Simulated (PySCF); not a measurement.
## Excitation energy of N by level of theory

N [He] 2s2 2p3 (4S) → N [He] 2s1 2p4 (4P), as a difference of total energies. Computed with PySCF 2.14 in def2-QZVPPD (8s4p4d2f1g, 63 functions), with the non-relativistic Hamiltonian (point nucleus). Correlated levels: valence: 1s2 frozen. The calculations carry no spin-orbit coupling.

| method | excitation energy (cm⁻¹) | error (cm⁻¹) |
| --- | --- | --- |
| UHF | 87808 | -325 |
| MP2 (valence) | 89021 | +889 |
| SCS-MP2 (valence) | 89172 | +1039 |
| CCSD (valence) | 87675 | -457 |
| CCSD(T) (valence) | 87190 | -942 |

Reference: 88132 cm⁻¹ (measured; NIST levels, between the centres of gravity of the two terms).

Errors of the correlated levels include the incompleteness of this basis and the frozen core.
